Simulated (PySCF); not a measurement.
C₈H₁₈O.
SMILES: `CCC[C@](C)(CC)OC`

A linear-response calculation (PySCF, def2-SVPD basis, gas phase, vertical, core orbitals frozen in the response) gave these numbers; the functional is withheld.

Orbital energies (eV): HOMO-3 -11.03, HOMO-2 -10.73, HOMO-1 -10.20, HOMO -9.15, LUMO 2.28, LUMO+1 2.69, LUMO+2 2.81.

| state | E (eV) | f | main configurations (H = HOMO, L = LUMO) |
| --- | --- | --- | --- |
| S1 | 7.46 | 0.0025 | H→L (79%), H→L+2 (9%) |
| S2 | 8.07 | 0.016 | H→L+1 (37%), H→L+2 (27%), H→L+6 (17%) |
| S3 | 8.29 | 0.0008 | H→L+3 (70%), H→L+1 (12%) |
| S4 | 8.35 | 0.0065 | H→L+2 (39%), H→L+1 (30%) |
| S5 | 8.64 | 0.0056 | H-1→L (80%) |
| S6 | 8.89 | 0.0097 | H→L+5 (42%), H→L+6 (18%), H→L+2 (9%) |

Triplets, Tamm–Dancoff:

```tsv
state	E (eV)	λ (nm)	main configurations (H = HOMO, L = LUMO)
T1	7.41	167.4	H→L (78%), H→L+2 (8%)
T2	7.83	158.3	H→L+2 (29%), H→L+1 (28%), H→L+6 (20%)
T3	8.24	150.4	H→L+3 (74%)
T4	8.29	149.5	H→L+1 (43%), H→L+2 (22%)
```

Vertical ionisation energy by ΔSCF with the same functional: 9.26 eV. Mean static polarisability: 102.6 au.

Question: Name the functional.
A. HF
B. PBE0
C. PBE
D. wB97X-D

Answer: D. wB97X-D is range-separated, 22% exact exchange at short range and 100% at long range (ω = 0.2 bohr⁻¹). In this run −ε(HOMO) = 9.15 eV differs from the ΔSCF value by -0.11 eV, and S1 differs from the orbital gap of 11.43 eV by -3.97 eV. The ratio −ε(HOMO)/IP is 0.99. Usual ranges for neutral molecules in this basis: 0.89 to 0.99 with wB97X-D, 0.5 to 0.7 with PBE, 0.7 to 0.83 with PBE0; with Hartree–Fock the ratio is 1 or more (Koopmans' value less the relaxation energy is the ΔSCF value). The other options: PBE, a GGA without exact exchange; HF, time-dependent Hartree–Fock, 100% exact exchange; PBE0, a global hybrid with 25% exact exchange.

The calculation used TDDFT wB97X-D/def2-SVPD, vertical, gas phase, core orbitals frozen in the response in PySCF. Isolated species at its PBE0-D3(BJ)/def2-SVP geometry (one conformer only).

Conformer computed: `[CH3:1][CH2:2][CH2:3][C@:4]([CH3:5])([CH2:6][CH3:7])[O:8][CH3:9]`: C1–C2–C3–C4 171°, C2–C3–C4–C5 -177°, C3–C4–C6–C7 178°, C3–C4–O8–C9 -67°.
